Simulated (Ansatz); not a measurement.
Geometry optimisation, UKS PBE0-D4/def2-SVP in Ansatz.

Input file:

```yaml
crystal:
  periodic: [false, false, false]
  atoms:
    - { symbol: Ta, position_ang: [0.0, 0.0, 0.0] }
    - { symbol: Cl, position_ang: [2.72, 0.0, 0.0] }
    - { symbol: F, position_ang: [0.0, 0.0, 1.93] }
    - { symbol: F, position_ang: [0.0, 0.0, -1.93] }
    - { symbol: F, position_ang: [-0.965, 1.6714, 0.0] }
    - { symbol: F, position_ang: [-0.965, -1.6714, 0.0] }
    - { symbol: H, position_ang: [4.39, 0.0, 0.0] }
magnetization:
  spin_polarized: true
  initial_magnetization: 1
basis:
  gaussian: { orbitals: def2-SVP }
hamiltonian:
  xc: pbe0
  dispersion: d4
relax:
  f_tol: 0.15
  max_steps: 25
  restrain:
    - { distance: [1, 6], at: 2.57, k: 30.0 }
    - { distance: [0, 1], at: 2.47, k: 30.0 }
```

Launched with:

```bash
$ ansatz run input.yaml --threads 4 --pin off --max-ram 5120MiB --backend cpu --events-out ev --progress --plain --runs-dir out
```

Problem. Where does it end, and by what steps?

Solution. The run converged. The restraints hold the end off the free minimum; the threshold counts their pulls, which the force column leaves out. Restrained pairs: Cl2–H7 (1.67 → 2.57 Å), Ta1–Cl2 (2.72 → 2.41 Å). After 4 steps the energy has fallen by 0.961 eV (the restraints' own energy left out); H7 moved furthest, 0.54 Å.

```json
{"step": "0", "energy less start (eV)": "0.0000", "largest force component (eV/Å)": "2.180", "accepted": "yes"}
{"step": "1", "energy less start (eV)": "-0.4082", "largest force component (eV/Å)": "2.656", "accepted": "yes"}
{"step": "2", "energy less start (eV)": "-0.9924", "largest force component (eV/Å)": "1.221", "accepted": "yes"}
{"step": "3", "energy less start (eV)": "-0.9470", "largest force component (eV/Å)": "1.905", "accepted": "yes"}
{"step": "4", "energy less start (eV)": "-0.9607", "largest force component (eV/Å)": "1.816", "accepted": "yes"}
```

```xyz
7
Properties=species:S:1:pos:R:3
Ta -0.057 0.000 0.000
Cl 2.356 0.000 0.000
F -0.030 0.000 1.876
F -0.030 0.000 -1.876
F -0.994 1.593 0.000
F -0.994 -1.593 0.000
H 4.931 0.000 0.000
```

The run took 22 s on 4 threads of Intel(R) Xeon(R) Platinum 8375C CPU @ 2.90GHz (Ice Lake), on a shared host, peak memory 0.43 GiB.
